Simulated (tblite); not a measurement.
Q: What does the GFN2-xTB structure of InChI=1S/C2H6FNSi/c1-2-5(3)4/h2,5H,1,4H2/q+1/t5-/m0/s1 look like in three dimensions? (Charge +1 and doublet state.)

A: 
Z-matrix in Å and degrees, rows numbered from 1:
```
C 
C   1  1.2980
Si  2  1.9805  1  120.85
N   3  1.6945  2  107.33  1   116.35
F   3  1.5864  2  103.54  1     3.32
H   1  1.0887  2  121.17  3  -179.94
H   1  1.0820  2  125.53  3     0.03
H   2  1.0781  1  127.57  3  -179.71
H   3  1.4483  2  105.24  1  -114.93
H   4  1.0092  3  125.55  2    69.58
H   4  1.0128  3  122.59  2  -109.83
```

C2 (carbon bonded to C, Si and H) is planar (angles 127.6°, 120.9° and 111.6°, sum 360.0°, 0.00 Å off the plane of its three neighbours). C1 (carbon bonded to C and 2 H) is planar (angles 125.5°, 121.2° and 113.3°, sum 360.0°, 0.00 Å off the plane of its three neighbours). N4 (nitrogen bonded to Si and 2 H) is planar (angles 125.6°, 122.6° and 111.8°, sum 360.0°, 0.00 Å off the plane of its three neighbours). Si3 (silicon bonded to C, F, N and H) is distorted tetrahedral (angles from 103.5° to 119.9°).

Computed geometry: GFN2-xTB, gas phase. This method treats the open shell by occupation alone, without spin polarisation.

Point group: C1 (no symmetry element, even within 0.4 Å). Its GFN2-xTB frequencies are all real (lowest 58 cm⁻¹). Torsions: C1–C2–Si3–N4 116°, C2–Si3–N4–H 70° and -110°.

One conformer stands for the species.
